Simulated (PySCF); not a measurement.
H2Sb, SMILES [SbH2-], charge -1.

The structure is a stationary point at r2SCAN-D4/def2-TZVPD. The def2 effective core potentials stand for the cores of Sb; spin–orbit coupling is left out.

All values below come from C-PCM-ωB97X/def2-TZVPD in PySCF.

The values are the electrostatic part of the solvation free energy, E(continuum) − E(gas) at the gas-phase geometry, in a cavity of scaled van der Waals radii (PySCF's table); cavitation and dispersion terms are not included. A continuum can't describe solvent molecules that bind to the metal. In vacuum the orbital gap is 7.07 eV.

```tsv
solvent	ε	ΔG(elec) (kcal/mol)	gap (eV)
water	78.36	-56.9	8.13
cyclohexanone	15.62	-53.9	8.07
dichloromethane	8.93	…	…
```

**Question.** Fill in the missing entries. (Estimate from the structure and the level; the computed values follow.)

**Answer.** 
- dichloromethane, ΔG(elec) (kcal/mol): -51.1
- dichloromethane, gap (eV): 8.02
